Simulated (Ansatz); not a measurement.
Total energies of [WO3Br]- (WBrO₃⁻) from Ansatz at PBE0-D4/def2-TZVPD, gas phase (1 Eh = 27.2114 eV = 2625.5 kJ/mol). The reference geometry is relaxed at B3LYP-D4/def2-SVPD.

```json
{"state": "charge -1 singlet", "geometry": "reference", "energy (Eh)": "-2866.80212"}
{"state": "charge 0 doublet", "geometry": "reference", "energy (Eh)": "-2866.59695"}
{"state": "charge 0 doublet", "geometry": "relaxed at B3LYP-D4/def2-SVPD", "energy (Eh)": "-2866.60742"}
```

In the def2 sets W takes a core potential; there is no spin–orbit coupling.

(1) Work out the vertical ionisation energy to the doublet.

(2) How much does the charge 0 doublet relax, and what is the adiabatic ionisation energy?

(1) E(charge 0 doublet) − E(charge -1 singlet) = -2866.59695 − (-2866.80212) = 0.20517 Eh = 5.58 eV. For comparison, −ε of the highest occupied level is 3.69 eV at this level, 1.89 eV less.

(2) Relaxation: -2866.59695 − (-2866.60742) = 0.01047 Eh = 0.28 eV. Adiabatic ionisation energy: 0.19470 Eh = 5.30 eV, without zero-point energy.
